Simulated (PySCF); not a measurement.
Molecule: `[BH2-]1[NH2+][BH2-][NH2+]1`, B₂H₈N₂.

Geometry (Å), atoms numbered from 1 in this order:
```xyz
12

B     0.3850    0.8162   -0.6402
N     1.0778   -0.2516    0.3253
B    -0.3850   -0.8138    0.6346
N    -1.0768    0.2474   -0.3388
H     0.5215    1.9545   -0.2280
H     0.7060    0.6528   -1.8040
H     1.7033   -0.9066   -0.1348
H     1.5660    0.1425    1.1243
H    -0.5268   -1.9564    0.2364
H    -0.7021   -0.6353    1.7973
H    -1.5583   -0.1518   -1.1393
H    -1.7084    0.9008    0.1152
```

Spin–spin couplings on one PBE0-D3(BJ)/def2-SVP geometry, PySCF, gas phase, non-relativistic, equivalent pairs averaged (spin–dipole term only in couplings to heteroatoms); isotopes ¹¹B, ¹H, ¹⁵N; functional B3LYP.

How do the couplings (Hz) change with the basis set? Times are CPU seconds on shared hosts with different chips, so compare them loosely. Far from the basis limit: 6-31G*, pcJ-0, def2-TZVP, cc-pVTZ.

Answers


| basis set | functions | ¹J(B1,H5) | ¹J(N2,H7) | ¹J(B1,N2) | ²J(H7,H8) | ²J(H5,H6) | ²J(B1,B3) | ²J(N2,N4) | core-s |
| --- | --- | --- | --- | --- | --- | --- | --- | --- | --- |
| 6-31G* | 72 | 130.4 | -73.6 | -11.7 | -11.1 | -7.5 | -3.9 | 3.3 | 3.8 |
| pcJ-0 | 76 | 108.8 | -60.3 | -6.1 | -11.4 | -7.3 | -3.7 | 4.0 | 3.7 |
| def2-TZVP | 172 | 115.5 | -70.1 | -7.3 | -10.3 | -5.4 | -2.9 | 4.3 | 12 |
| pcJ-1 | 188 | 120.7 | -75.8 | -7.7 | -10.9 | -6.9 | -3.1 | 4.0 | 13 |
| cc-pVTZ | 232 | 119.2 | -62.0 | -3.7 | -9.9 | -6.0 | -2.7 | 4.2 | 17 |

The Fermi-contact term samples the wavefunction at the nucleus, which is why sets with added tight s functions (names with J) are made for couplings.
